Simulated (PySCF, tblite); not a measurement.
Isomers of C5H11FOSi. All values are computed: GFN2-xTB (tblite) harmonic vibrations without scaling, gas phase. Errors from tens to a few hundred cm⁻¹ against measured bands are possible. Modes of hydrogen on silicon can be 10 to 20 % off. One conformer each.

Electronic energies: PBE0/pcSseg-1 single points on the GFN2-xTB geometries (PySCF, gas phase).

| SMILES | electronic energy, lowest = 0 (kJ/mol) |
| --- | --- |
| C=C(C)[SiH2][C@H](F)CO | 188.4 |
| CO[C@@H]1[C@H]([SiH3])[C@H]1CF | 237.7 |
| CCO/C(C)=C\[SiH2]F | 0.0 |
| C[SiH2]/C(=C\F)CCO | 157.4 |

Q: How do GFN2-xTB zero-point energies change the relative energies?

A: 
| SMILES | ZPE (kJ/mol) | of it from modes above 1550 cm⁻¹ | electronic (kJ/mol) | with ZPE, lowest = 0 (kJ/mol) | lowest mode (cm⁻¹) | rings |
| --- | --- | --- | --- | --- | --- | --- |
| CCO/C(C)=C\[SiH2]F | 386.4 | 199.4 | 0.0 | 0.0 | 33 | 0 |
| C[SiH2]/C(=C\F)CCO | 385.0 | 201.1 | 157.4 | 156.1 | 36 | 0 |
| C=C(C)[SiH2][C@H](F)CO | 383.4 | 201.9 | 188.4 | 185.5 | 14 | 0 |
| CO[C@@H]1[C@H]([SiH3])[C@H]1CF | 381.1 | 182.8 | 237.7 | 232.5 | 65 | 1 |

The zero-point energies span 5.3 kJ/mol, from `CO[C@@H]1[C@H]([SiH3])[C@H]1CF` to `CCO/C(C)=C\[SiH2]F`. The order is unchanged.

Q: And how do the electronic energies of GFN2-xTB itself compare?

A: `CCO/C(C)=C\[SiH2]F` 0.0; `C[SiH2]/C(=C\F)CCO` 225.0; `C=C(C)[SiH2][C@H](F)CO` 252.0; `CO[C@@H]1[C@H]([SiH3])[C@H]1CF` 194.7 kJ/mol, lowest = 0. Against the energies above, taken from the same isomer `CCO/C(C)=C\[SiH2]F`, the largest difference is 67.6 kJ/mol.

Q: What do entropy and thermal enthalpy add at 298.15 K and 1 bar (rigid rotor, harmonic oscillator, one conformer each)?

A: 
| SMILES | point group | symmetry number | S (J/(mol K)) | H − H(0) (kJ/mol) | ZPE + H − H(0) − TS (kJ/mol) |
| --- | --- | --- | --- | --- | --- |
| CCO/C(C)=C\[SiH2]F | C1 | 1 | 445.2 | 32.11 | 285.7 |
| C[SiH2]/C(=C\F)CCO | C1 | 1 | 429.8 | 31.50 | 288.4 |
| CO[C@@H]1[C@H]([SiH3])[C@H]1CF | C1 | 1 | 418.0 | 29.91 | 286.4 |

Not tabulated: `C=C(C)[SiH2][C@H](F)CO` (lowest mode only 14 cm⁻¹).
